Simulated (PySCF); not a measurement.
**In: ionisation energy**

In [Kr] 4d10 5s2 5p1 (2P) → In⁺ [Kr] 4d10 5s2 (1S), as a difference of total energies. All numbers are calculated (PySCF 2.14, scalar relativity through the core potential, in cc-pVDZ-PP with ECP28MDF (4s3p2d, 23 functions)). Correlated levels: valence: 4s2 4p6 4d10 frozen. The calculations carry no spin-orbit coupling.

| method | ionisation energy (eV) | error (eV) |
| --- | --- | --- |
| UHF | 5.198 | -0.405 |
| PBE0 | 5.602 | -0.001 |
| BP86 | 5.708 | +0.105 |
| MP2 (valence) | 5.325 | -0.278 |
| SCS-MP2 (valence) | 5.305 | -0.298 |
| CCSD (valence) | 5.381 | -0.222 |
| CCSD(T) (valence) | 5.392 | -0.211 |

Reference: 5.603 eV (measured; NIST levels, between the centres of gravity of the two terms).

Errors of the correlated levels include the incompleteness of this basis and the frozen core.
